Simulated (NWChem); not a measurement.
System: MgNH$_{3}$S; SMILES [NH2][Mg][SH]

```xyz
6

Mg     0.0283    -0.5597    -0.0035
N      0.0091    -2.4561     0.0021
H     -0.0096    -3.0684    -0.8192
H      0.0107    -3.0626     0.8277
S      0.0564     1.7633     0.0004
H     -1.3066     1.8280     0.0121
```
Atoms are numbered in this order, from 1.

Results from NWChem. Coordinates come from a PBE-D3(BJ)/def2-SVP optimisation.

Q: Order these by “dipole (D)”, lowest first: Hartree-Fock/pcseg-2; Hartree-Fock/pcseg-1; Hartree-Fock/STO-3G; Hartree-Fock/def2-SVP; Hartree-Fock/aug-pcseg-1.

A: Hartree-Fock/STO-3G (1.64), Hartree-Fock/aug-pcseg-1 (1.94), Hartree-Fock/def2-SVP (2.12), Hartree-Fock/pcseg-2 (2.20), Hartree-Fock/pcseg-1 (2.34)
